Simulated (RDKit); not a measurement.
RDKit input (UFF):

```python
from rdkit import Chem
from rdkit.Chem import AllChem, rdDetermineBonds

mol = Chem.MolFromXYZFile('mol.xyz')
rdDetermineBonds.DetermineBonds(mol, charge=-1)
print('SMILES', Chem.MolToSmiles(Chem.RemoveHs(mol)))
ff = AllChem.UFFGetMoleculeForceField(mol)
e0 = ff.CalcEnergy()
flag = ff.Minimize(maxIts=5000, forceTol=1e-5)
print(f'energy {e0:.4f} -> {ff.CalcEnergy():.4f} kcal/mol, converged: {flag == 0}')
print(Chem.MolToXYZBlock(mol))
```
mol.xyz:
```
10

C     -2.85475300    -0.15774700     0.09723900
C     -1.38200300    -0.23481600     0.51935800
O     -1.08347200    -0.59952100     1.64542300
O     -0.58938600     0.12287800    -0.44325700
Ge     1.41420800     0.21368200    -0.45215700
H     -3.50262200    -0.46163900     0.91840000
H     -3.09711500     0.86234500    -0.20859200
H     -3.02411400    -0.80320500    -0.76737800
H      1.63444600    -1.23206000     0.23625000
H      1.53813700     0.96526700     0.97344400
```

Output:

```
SMILES CC(=O)[O][GeH2-]
energy 38.4514 -> 2.4128 kcal/mol, converged: True
10

C     -2.877673   -0.174883    0.068965
C     -1.427722   -0.250638    0.407876
O     -1.056186   -0.916103    1.412372
O     -0.494788    0.378316   -0.418354
Ge     1.291297    0.317902   -0.092495
H     -3.483213   -0.106821    0.997318
H     -3.075384    0.722405   -0.554145
H     -3.173246   -1.083122   -0.496095
H      1.766910   -1.157367   -0.101129
H      1.583331    0.945497    1.294417
```

The dipole moment of an ion depends on the origin.

The geometry given is a B3LYP-D3(BJ)/def2-TZVP minimum.
